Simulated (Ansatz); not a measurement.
Isolated molecules relaxed with PBE0-D4/def2-TZVP in Ansatz; ΔE leaves out vibrations. CCSD(T)/CBS is the MP2 limit (def2-TZVPP, def2-QZVPP) plus CCSD(T) − MP2 in def2-TZVPP, frozen cores. This one scheme is used for every species. DFT in def2-TZVPP. B3LYP here is the variant with VWN-RPA as its local correlation; programs differ in this. One conformer a species, not always the lowest.

Consider the formal exchange of groups at a B–O bond: `OBN([SiH3])[SiH3]` + CH₄ → `CBN([SiH3])[SiH3]` + H₂O.

`OBN([SiH3])[SiH3]`:

Z-matrix (Å, degrees):
```
Si
N 1 1.742
H 1 1.487 2 110.5
H 1 1.487 2 110.5 3 -119.3
H 1 1.483 2 108.7 3 120.4
B 2 1.420 1 121.9 3 -120.5
Si 2 1.753 1 119.4 3 59.5
O 6 1.367 2 117.4 1 180.0
H 6 1.201 2 121.7 1 -0.0
H 7 1.483 2 111.5 1 -118.3
H 7 1.483 2 111.5 1 118.5
H 7 1.488 2 106.0 1 0.1
H 8 0.958 6 113.7 2 180.0
```

CH₄:

```xyz
5

C     0.000    0.000    0.000
H    -0.803    0.735    0.050
H    -0.147   -0.751    0.776
H     0.958    0.497    0.152
H    -0.008   -0.481   -0.978
```

`CBN([SiH3])[SiH3]`:

```xyz
15

C    -1.868   -0.844   -0.976
B    -0.490   -0.105   -1.008
N     0.354    0.172    0.099
Si    1.819    1.044   -0.319
Si    0.098   -0.248    1.775
H    -2.217   -1.172    0.003
H    -2.634   -0.194   -1.415
H    -1.824   -1.717   -1.637
H    -0.085    0.280   -2.082
H     2.673    0.242   -1.230
H     2.561    1.295    0.946
H     1.498    2.343   -0.958
H    -1.128   -1.063    1.934
H    -0.024    0.987    2.594
H     1.266   -1.020    2.273
```

H₂O:

```xyz
3

O    -0.340   -0.065   -0.178
H     0.538   -0.282   -0.499
H    -0.197    0.347    0.677
```

CCSD(T)/CBS gives +134.5 kJ/mol.

Task: Another level gave +141.7 kJ/mol. Which?
A. SCS-MP2/def2-TZVPP
B. PBE-D4/def2-TZVPP
C. B3LYP/def2-TZVPP
D. HF/def2-TZVPP

Result: A. SCS-MP2/def2-TZVPP 141.7, HF/def2-TZVPP 154.2, PBE-D4 133.7, B3LYP 146.2 kJ/mol.

Largest T1 diagnostic among the species: 0.012.

In def2-TZVPP, CCSD(T) changes the Hartree–Fock value by −15.5 kJ/mol (the triples alone add −1.1 kJ/mol) and MP2 by −15.2 kJ/mol. The D4 term adds −4.4 kJ/mol with B3LYP and −2.6 kJ/mol with PBE0; it sums over pairs of atoms, weighted by their polarisabilities, and B3LYP, whose exchange is more repulsive, gets the larger term.
